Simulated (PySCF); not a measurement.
PySCF input (BP86/6-31G* (5d)):

```python
from pyscf import gto, dft

mol = gto.M(
    atom='''
    O    -1.01533300    0.59968400    0.23844500
    C    -0.30118500   -0.42178400   -0.11687400
    O     1.20100700   -0.11743500   -0.09687100
    H    -0.44830100   -0.79518000   -1.17341900
    H    -0.36211400   -1.33371300    0.54797800
    H     1.13213000    0.80160400    0.19409500
    ''',
    basis='6-31g*',
    charge=-1,
    spin=0,
    verbose=4,
)

mf = dft.RKS(mol, xc='bp86')
mf.grids.level = 3
mf.conv_tol = 1e-9
mf.max_cycle = 100
mf.max_memory = 1500
mf.kernel()
if not mf.converged:
    mf = mf.newton()
    mf.kernel(mf.make_rdm1())
mf.dip_moment()
```

From the output:

```
nuclear repulsion = 73.0460282082177
number of shells = 24
number of NR pGTOs = 93
number of NR cGTOs = 48
basis = 6-31g*
ecp = {}

******** <class 'pyscf.dft.rks.RKS'> ********
method = RKS
initial guess = minao
damping factor = 0
level_shift factor = 0
DIIS = <class 'pyscf.scf.diis.CDIIS'>
diis_start_cycle = 1
diis_space = 8
diis_damp = 0
SCF conv_tol = 1e-09
SCF conv_tol_grad = None
SCF max_cycles = 100
direct_scf = True
direct_scf_tol = 1e-13
XC library pyscf.dft.libxc version 7.1.2
    S. Lehtola, C. Steigemann, M. J. T. Oliveira, and M. A. L. Marques,  SoftwareX 7, 1–5 (2018)
XC functionals = bp86
    A. D. Becke,  Phys. Rev. A 38, 3098 (1988)
    J. P. Perdew,  Phys. Rev. B 33, 8822 (1986)
    J. P. Perdew,  Phys. Rev. B 34, 7406–7406 (1986)
radial grids:
    Treutler-Ahlrichs [JCP 102, 346 (1995); DOI:10.1063/1.469408] (M4) radial grids

becke partition: Becke, JCP 88, 2547 (1988); DOI:10.1063/1.454033
pruning grids: <function nwchem_prune>
grids dens level: 3
symmetrized grids: False
atomic radii adjust function: <function treutler_atomic_radii_adjust>
small_rho_cutoff = 0
Set gradient conv threshold to 3.16228e-05
Initial guess from minao.
tot grids = 71712
init E= -190.427657747664
  HOMO = -0.303822377885234  LUMO = 0.0240905765806789  gap/eV = 8.92297
cycle= 1 E= -190.041144741025  delta_E= 0.387  |g|= 1.18  |ddm|= 2.22
  HOMO = 0.295332202822614  LUMO = 0.333284765502034  gap/eV = 1.03274
cycle= 2 E= -188.347219273522  delta_E= 1.69  |g|= 2.87  |ddm|= 8.91
  HOMO = 0.10313628395256  LUMO = 0.322059088720719  gap/eV = 5.95719
cycle= 3 E= -190.252540386457  delta_E= -1.91  |g|= 0.555  |ddm|= 8.37
  HOMO = 0.105233330294334  LUMO = 0.302626376304153  gap/eV = 5.37134
cycle= 4 E= -190.302193649638  delta_E= -0.0497  |g|= 0.298  |ddm|= 0.773
  HOMO = 0.0936864507686099  LUMO = 0.310584174850882  gap/eV = 5.90209
cycle= 5 E= -190.317592735523  delta_E= -0.0154  |g|= 0.0699  |ddm|= 0.279
  HOMO = 0.101329696863472  LUMO = 0.313808348078168  gap/eV = 5.78184
cycle= 6 E= -190.318620006881  delta_E= -0.00103  |g|= 0.0234  |ddm|= 0.0884
  HOMO = 0.0988276938168147  LUMO = 0.31271650466037  gap/eV = 5.82021
cycle= 7 E= -190.318763857644  delta_E= -0.000144  |g|= 0.00377  |ddm|= 0.0372
  HOMO = 0.0984468127826541  LUMO = 0.312985096591111  gap/eV = 5.83788
cycle= 8 E= -190.318767046659  delta_E= -3.19e-06  |g|= 0.000615  |ddm|= 0.00478
  HOMO = 0.09835212013382  LUMO = 0.312882239012094  gap/eV = 5.83766
cycle= 9 E= -190.318767096085  delta_E= -4.94e-08  |g|= 7.84e-05  |ddm|= 0.000729
  HOMO = 0.0983448131563707  LUMO = 0.312874815149645  gap/eV = 5.83766
cycle= 10 E= -190.318767097251  delta_E= -1.17e-09  |g|= 1.79e-05  |ddm|= 8.95e-05
  HOMO = 0.0983447991293471  LUMO = 0.312876205796528  gap/eV = 5.83770
cycle= 11 E= -190.318767097324  delta_E= -7.35e-11  |g|= 1.72e-06  |ddm|= 2.28e-05
  HOMO = 0.0983447333818677  LUMO = 0.31287640798371  gap/eV = 5.83770
Extra cycle  E= -190.318767097325  delta_E= -1.14e-13  |g|= 1.5e-06  |ddm|= 3.15e-06
converged SCF energy = -190.318767097325

WARN: System has nonzero charge -1; the dipole moment is origin-dependent.
Location of origin: [0. 0. 0.]

Dipole moment(X, Y, Z, Debye):  1.19939, -0.03822, -0.07201
```

The dipole moment of an ion depends on the origin.

The geometry given is a B3LYP-D3(BJ)/def2-TZVP minimum.
